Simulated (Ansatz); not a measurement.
Ansatz (a first-principles code) input for CH6O3Si2, SMILES O=CO[SiH2]O[SiH3], PBE-D3(BJ)/def2-SVP. 

Ansatz 0.2 input:
```yaml
crystal:
  periodic: [false, false, false]
  atoms:
    - {symbol: O, position_ang: [-3.08714554, 0.24239270, -0.06023092]}
    - {symbol: C, position_ang: [-2.33474597, -0.41189141, 0.61244824]}
    - {symbol: O, position_ang: [-1.00434451, -0.38456814, 0.49548008]}
    - {symbol: Si, position_ang: [-0.25920497, 0.63412757, -0.67749934]}
    - {symbol: O, position_ang: [1.34609944, 0.35556977, -0.47374791]}
    - {symbol: Si, position_ang: [2.49834004, -0.50069277, 0.37492775]}
    - {symbol: H, position_ang: [-2.65423229, -1.11590808, 1.40996575]}
    - {symbol: H, position_ang: [-0.57789118, 2.04536991, -0.37043397]}
    - {symbol: H, position_ang: [-0.68650019, 0.21299396, -2.02945804]}
    - {symbol: H, position_ang: [2.41178742, -0.17927035, 1.82707872]}
    - {symbol: H, position_ang: [3.83183282, -0.10288080, -0.14767139]}
    - {symbol: H, position_ang: [2.29871298, -1.96419774, 0.17982195]}
basis:
  gaussian:
    orbitals: def2-SVP
hamiltonian:
  xc: pbe
  dispersion: d3bj
relax: {f_tol: 0.002, max_steps: 200}
```

Output:

```
WARN ansatz: RAYON_NUM_THREADS=1 ignored (pool sized by the plan → 1); use --threads N
Functional definition: PBE
integrals: 0.07 GiB planned
1327 factors; their error is unknown
mean field: 0.36 GiB planned
mean field evaluation 1: about -22997.8989 eV, gradient 7.3e1 eV
mean field evaluation 2: about -22962.0480 eV, gradient 1.5e2 eV
mean field evaluation 4: about -23006.9594 eV, gradient 1.8e1 eV
mean field evaluation 8: about -23007.5141 eV, gradient 7.1e-2 eV
mean field evaluation 16: about -23007.4264 eV, gradient 6.5e-5 eV
mean field -23007.42635682 eV, -845.5073236193 hartree, gradient 6.5e-5 eV, S^2 0.000000; 0 other end points of the search recorded, 0 dependent functions left out
the calculation of the forces begins
reference -23007.42639711 eV, -845.5073251000 hartree; 32, 32 occupied and 90, 90 virtual orbitals, 1327 factors
relax step   1: F+E_penalty+E_count = -23007.68297888 eV  Δ(F+E_penalty+E_count) = +0.000e0 eV  max|allowed force component| = 6.296e-1 eV/Å  Δτ_max = 0.0000 Å  (26 SCF iters, accepted)
these checks for a lower state are left out or cut short: starts, cluster_reference, orbital_swaps, neighbouring_geometries, increment
integrals: 0.07 GiB planned
1327 factors; their error is unknown
mean field: 0.35 GiB planned
mean field -23007.44877208 eV, -845.5081473650 hartree, gradient 1.9e-5 eV, S^2 0.000000; 0 other end points of the search recorded, 0 dependent functions left out
the calculation of the forces begins
reference -23007.44881250 eV, -845.5081488506 hartree; 32, 32 occupied and 90, 90 virtual orbitals, 1327 factors
relax step   2: F+E_penalty+E_count = -23007.70453361 eV  Δ(F+E_penalty+E_count) = -2.155e-2 eV  max|allowed force component| = 1.990e-1 eV/Å  Δτ_max = 0.0144 Å  (30 SCF iters, accepted)
these checks for a lower state are left out or cut short: starts, cluster_reference, orbital_swaps, neighbouring_geometries, increment
integrals: 0.07 GiB planned
1327 factors; their error is unknown
mean field: 0.35 GiB planned
mean field -23007.45370937 eV, -845.5083288070 hartree, gradient 1.8e-5 eV, S^2 0.000000; 0 other end points of the search recorded, 0 dependent functions left out
the calculation of the forces begins
reference -23007.45374985 eV, -845.5083302948 hartree; 32, 32 occupied and 90, 90 virtual orbitals, 1327 factors
relax step   3: F+E_penalty+E_count = -23007.70902482 eV  Δ(F+E_penalty+E_count) = -4.491e-3 eV  max|allowed force component| = 8.438e-2 eV/Å  Δτ_max = 0.0122 Å  (30 SCF iters, accepted)
these checks for a lower state are left out or cut short: starts, cluster_reference, orbital_swaps, neighbouring_geometries, increment
integrals: 0.07 GiB planned
1327 factors; their error is unknown
mean field: 0.35 GiB planned
mean field evaluation 32: about -23007.5428 eV, gradient 3.0e-3 eV
mean field -23007.45475821 eV, -845.5083673514 hartree, gradient 1.5e-5 eV, S^2 0.000000; 0 other end points of the search recorded, 0 dependent functions left out
the calculation of the forces begins
reference -23007.45479870 eV, -845.5083688392 hartree; 32, 32 occupied and 90, 90 virtual orbitals, 1327 factors
relax step   4: F+E_penalty+E_count = -23007.71032913 eV  Δ(F+E_penalty+E_count) = -1.304e-3 eV  max|allowed force component| = 4.650e-2 eV/Å  Δτ_max = 0.0147 Å  (30 SCF iters, accepted)
these checks for a lower state are left out or cut short: starts, cluster_reference, orbital_swaps, neighbouring_geometries, increment
integrals: 0.07 GiB planned
1327 factors; their error is unknown
mean field: 0.35 GiB planned
mean field -23007.45475200 eV, -845.5083671232 hartree, gradient 1.9e-5 eV, S^2 0.000000; 0 other end points of the search recorded, 0 dependent functions left out
the calculation of the forces begins
reference -23007.45479249 eV, -845.5083686109 hartree; 32, 32 occupied and 90, 90 virtual orbitals, 1327 factors
relax step   5: F+E_penalty+E_count = -23007.71130127 eV  Δ(F+E_penalty+E_count) = -9.721e-4 eV  max|allowed force component| = 1.031e-1 eV/Å  Δτ_max = 0.0388 Å  (30 SCF iters, accepted)
these checks for a lower state are left out or cut short: starts, cluster_reference, orbital_swaps, neighbouring_geometries, increment
integrals: 0.07 GiB planned
1327 factors; their error is unknown
mean field: 0.36 GiB planned
mean field -23007.45508882 eV, -845.5083795011 hartree, gradient 1.9e-5 eV, S^2 0.000000; 0 other end points of the search recorded, 0 dependent functions left out
the calculation of the forces begins
reference -23007.45512932 eV, -845.5083809892 hartree; 32, 32 occupied and 90, 90 virtual orbitals, 1327 factors
relax step   6: F+E_penalty+E_count = -23007.71242870 eV  Δ(F+E_penalty+E_count) = -1.127e-3 eV  max|allowed force component| = 1.398e-2 eV/Å  Δτ_max = 0.0207 Å  (29 SCF iters, accepted)
these checks for a lower state are left out or cut short: starts, cluster_reference, orbital_swaps, neighbouring_geometries, increment
integrals: 0.07 GiB planned
1327 factors; their error is unknown
mean field: 0.36 GiB planned
mean field -23007.45474421 eV, -845.5083668370 hartree, gradient 1.5e-5 eV, S^2 0.000000; 0 other end points of the search recorded, 0 dependent functions left out
the calculation of the forces begins
reference -23007.45478472 eV, -845.5083683255 hartree; 32, 32 occupied and 90, 90 virtual orbitals, 1327 factors
relax step   7: F+E_penalty+E_count = -23007.71252660 eV  Δ(F+E_penalty+E_count) = -9.791e-5 eV  max|allowed force component| = 5.683e-2 eV/Å  Δτ_max = 0.0199 Å  (30 SCF iters, accepted)
these checks for a lower state are left out or cut short: starts, cluster_reference, orbital_swaps, neighbouring_geometries, increment
integrals: 0.07 GiB planned
1327 factors; their error is unknown
mean field: 0.36 GiB planned
mean field evaluation 64: about -23007.4546 eV, gradient 1.6e-5 eV
mean field -23007.45462549 eV, -845.5083624740 hartree, gradient 1.6e-5 eV, S^2 0.000000; 0 other end points of the search recorded, 0 dependent functions left out
the calculation of the forces begins
reference -23007.45466600 eV, -845.5083639625 hartree; 32, 32 occupied and 90, 90 virtual orbitals, 1327 factors
relax step   8: F+E_penalty+E_count = -23007.71262184 eV  Δ(F+E_penalty+E_count) = -9.524e-5 eV  max|allowed force component| = 2.302e-2 eV/Å  Δτ_max = 0.0063 Å  (30 SCF iters, accepted)
these checks for a lower state are left out or cut short: starts, cluster_reference, orbital_swaps, neighbouring_geometries, increment
integrals: 0.07 GiB planned
1327 factors; their error is unknown
mean field: 0.36 GiB planned
mean field -23007.45457917 eV, -845.5083607716 hartree, gradient 1.4e-5 eV, S^2 0.000000; 0 other end points of the search recorded, 0 dependent functions left out
the calculation of the forces begins
reference -23007.45461967 eV, -845.5083622601 hartree; 32, 32 occupied and 90, 90 virtual orbitals, 1327 factors
relax step   9: F+E_penalty+E_count = -23007.71266479 eV  Δ(F+E_penalty+E_count) = -4.295e-5 eV  max|allowed force component| = 1.553e-2 eV/Å  Δτ_max = 0.0056 Å  (31 SCF iters, accepted)
these checks for a lower state are left out or cut short: starts, cluster_reference, orbital_swaps, neighbouring_geometries, increment
integrals: 0.07 GiB planned
1327 factors; their error is unknown
mean field: 0.36 GiB planned
mean field -23007.45443611 eV, -845.5083555144 hartree, gradient 1.6e-5 eV, S^2 0.000000; 0 other end points of the search recorded, 0 dependent functions left out
the calculation of the forces begins
reference -23007.45447662 eV, -845.5083570031 hartree; 32, 32 occupied and 90, 90 virtual orbitals, 1327 factors
relax step  10: F+E_penalty+E_count = -23007.71267558 eV  Δ(F+E_penalty+E_count) = -1.079e-5 eV  max|allowed force component| = 1.155e-2 eV/Å  Δτ_max = 0.0065 Å  (24 SCF iters, accepted)
these checks for a lower state are left out or cut short: starts, cluster_reference, orbital_swaps, neighbouring_geometries, increment
integrals: 0.07 GiB planned
1327 factors; their error is unknown
mean field: 0.36 GiB planned
mean field -23007.45439824 eV, -845.5083541225 hartree, gradient 9.5e-6 eV, S^2 0.000000; 0 other end points of the search recorded, 0 dependent functions left out
the calculation of the forces begins
reference -23007.45443875 eV, -845.5083556112 hartree; 32, 32 occupied and 90, 90 virtual orbitals, 1327 factors
relax step  11: F+E_penalty+E_count = -23007.71267675 eV  Δ(F+E_penalty+E_count) = -1.170e-6 eV  max|allowed force component| = 4.105e-3 eV/Å  Δτ_max = 0.0025 Å  (23 SCF iters, accepted)
these checks for a lower state are left out or cut short: starts, cluster_reference, orbital_swaps, neighbouring_geometries, increment
integrals: 0.07 GiB planned
1327 factors; their error is unknown
mean field: 0.36 GiB planned
mean field -23007.45440640 eV, -845.5083544226 hartree, gradient 3.0e-5 eV, S^2 0.000000; 0 other end points of the search recorded, 0 dependent functions left out
the calculation of the forces begins
reference -23007.45444691 eV, -845.5083559114 hartree; 32, 32 occupied and 90, 90 virtual orbitals, 1327 factors
relax step  12: F+E_penalty+E_count = -23007.71267827 eV  Δ(F+E_penalty+E_count) = -1.521e-6 eV  max|allowed force component| = 1.637e-3 eV/Å  Δτ_max = 0.0005 Å  (19 SCF iters, accepted)
integrals: 0.07 GiB planned
1327 factors; their error is unknown
mean field: 0.36 GiB planned
mean field evaluation 96: about -23007.5343 eV, gradient 2.1e0 eV
mean field -23007.45440640 eV, -845.5083544226 hartree, gradient 3.0e-5 eV, S^2 0.000000; 1 other end points of the search recorded, 0 dependent functions left out
the calculation of the forces begins
reference -23007.45444691 eV, -845.5083559114 hartree; 32, 32 occupied and 90, 90 virtual orbitals, 1327 factors
Total energy: -23007.71271878 eV, -845.5178472274 hartree
Atom 0 at    -3.025718     0.255335    -0.081942 Å, force    -0.000647    -0.000424    -0.000203 eV/Å
Atom 1 at    -2.296243    -0.418591     0.617074 Å, force     0.000946     0.000615     0.001637 eV/Å
Atom 2 at    -0.956252    -0.414450     0.528551 Å, force     0.000165    -0.000121    -0.001054 eV/Å
Atom 3 at    -0.267766     0.638653    -0.680823 Å, force    -0.000927    -0.000811     0.000900 eV/Å
Atom 4 at     1.362499     0.396279    -0.515431 Å, force     0.000473     0.000426    -0.000027 eV/Å
Atom 5 at     2.477225    -0.496550     0.371668 Å, force     0.000048    -0.000642     0.000542 eV/Å
Atom 6 at    -2.647144    -1.121160     1.415800 Å, force    -0.000532     0.000311    -0.000874 eV/Å
Atom 7 at    -0.606811     2.055981    -0.357521 Å, force     0.000186    -0.000006    -0.000092 eV/Å
Atom 8 at    -0.714970     0.197807    -2.035197 Å, force     0.000237    -0.000041    -0.000139 eV/Å
Atom 9 at     2.366379    -0.170526     1.835075 Å, force     0.000118     0.000454    -0.000300 eV/Å
Atom 10 at     3.840826    -0.122492    -0.127503 Å, force    -0.000089    -0.000064     0.000156 eV/Å
Atom 11 at     2.250684    -1.969242     0.170931 Å, force     0.000022     0.000305    -0.000545 eV/Å
Dipole moment:     0.247347    -0.154206     0.151726 e Å
```

The calculation finished and met its thresholds.
